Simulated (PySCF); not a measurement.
Species: C₅H₅F₃O.
Numbering: `[CH2:1]=[C:2](/[CH:3]=[CH:4]/[F:5])[O:6][CH:7]([F:8])[F:9]` (hydrogens: H10, H11 on C1; H12 on C3; H13 on C4; H14 on C7)

Computed geometry: GFN2-xTB, gas phase.

(1) List the bond lengths, angles and torsions at this level.

Results:

(1) 
```
  bond  length (Å)   order
 C1=C2       1.332  double
 C2–C3       1.452  single
 C3=C4       1.328  double
 C4–F5       1.335  single
 C2–O6       1.390  single
 O6–C7       1.348  single
 C7–F8       1.357  single
 C7–F9       1.340  single
C1–H10       1.074  single
C1–H11       1.073  single
C3–H12       1.079  single
C4–H13       1.079  single
C7–H14       1.108  single
```

Orders are formal, as drawn. A selection of angles:
```
   angle  degrees
C1–C2–C3    123.1
C1–C2–O6    124.4
C3–C2–O6    112.5
C2–C3–C4    123.3
C3–C4–F5    121.2
C2–O6–C7    118.7
O6–C7–F8    112.3
O6–C7–F9    107.7
F8–C7–F9    106.0
```

Torsions: C1–C2–C3–C4 -179° (antiperiplanar); C2–C3–C4–F5 180° (antiperiplanar); C1–C2–O6–C7 -15° (synperiplanar); C2–O6–C7–F8 79° (synclinal). The mirror-image conformer, all signs reversed, is as good.

The 3 C–C bonds span 1.328 Å (C3=C4, drawn double) to 1.452 Å (C2–C3, drawn single), a spread of 0.124 Å. The 3 C–F bonds span 1.335 Å (C4–F5, drawn single) to 1.357 Å (C7–F8, drawn single), a spread of 0.022 Å. The C–O distances run from 1.348 Å (O6–C7, drawn single) to 1.390 Å (C2–O6, drawn single), a spread of 0.042 Å. Of the pairs four or more bonds apart, C7···H10 is among the closest relative to their van der Waals radii: 2.59 Å, 89 % of the sum of Bondi's values.

Point group: C1 (no symmetry element, even within 0.4 Å). Not checked by GFN2-xTB frequencies. One conformer, not necessarily the lowest.
